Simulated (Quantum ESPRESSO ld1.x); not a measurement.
Question: The molybdenum ion Mo+, 41 electrons, occupied as [Kr] 4d4 5p1 (not the ground configuration). Calculated with ld1.x of Quantum ESPRESSO 7.5: scalar-relativistic Kohn-Sham, LDA (Slater exchange, Perdew-Zunger correlation), spin-polarised, spherical densities, point nucleus; open shells are filled with parallel spins first. Some entries of the table are withheld. Estimate them.

orbital,occ.,eigenvalue (hartree),<r^2> (bohr^2)
1s up,1,-727.8634,0.001672
1s down,1,-727.8629,0.001672
2s up,1,-103.1836,0.02792
2s down,1,-103.1674,0.02791
2p up,3,-92.3556,0.02195
2p down,3,-92.3428,0.02195
3s up,1,-17.8843,0.2116
3s down,1,-17.8724,0.2115
3p up,3,-14.3374,0.2165
3p down,3,-14.3244,0.2164
3d up,5,-8.5487,0.2079
3d down,5,-8.5314,0.2076
4s up,1,-2.8069,1.384
4s down,1,-2.7243,1.372
4p up,3,-1.8554,(1)
4p down,3,-1.7661,(2)
4d up,4,-0.5483,3.766
4d down,0,-0.4499,3.859
5p up,1,-0.2949,(3)
5p down,0,-0.2299,(4)

Answer: 
(1) 4p up <r^2> (bohr^2): 1.735
(2) 4p down <r^2> (bohr^2): 1.717
(3) 5p up <r^2> (bohr^2): 15.96
(4) 5p down <r^2> (bohr^2): 19.21
